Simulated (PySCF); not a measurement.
Radial density of Ge (germanium, neutral)

LC-wPBE, [Ar] 3d10 4s1 4p3, high-spin 5S determinant (an excited configuration). Calculation: PySCF 2.14, in aug-cc-pVQZ-DK (8s7p5d3f2g, 93 functions); the spin-free X2C one-electron Hamiltonian (Gaussian nucleus).

```
r (bohr)  4πr²ρ (e/bohr)  4πr²(ρα − ρβ)
 0.00103          0.4697         0.0003
 0.00173           1.150         0.0006
 0.00292           2.744         0.0015
 0.00491           6.268         0.0033
 0.00825           13.27         0.0069
  0.0139           24.62         0.0126
  0.0234           36.49         0.0180
  0.0393           38.35         0.0212
  0.0661           31.64         0.0432
   0.111           40.59         0.0977
   0.187           41.35         0.0162
   0.314           22.60         0.0199
   0.529           28.80         0.1780
   0.890           13.41         0.0410
    1.50           3.031         1.4247
    2.52           1.642         1.5803
    4.23          0.3257         0.3254
    7.12        0.009414         0.0094
```

Densities and radii are taken from the X2C orbitals without a picture-change correction, which distorts them close to the nucleus.
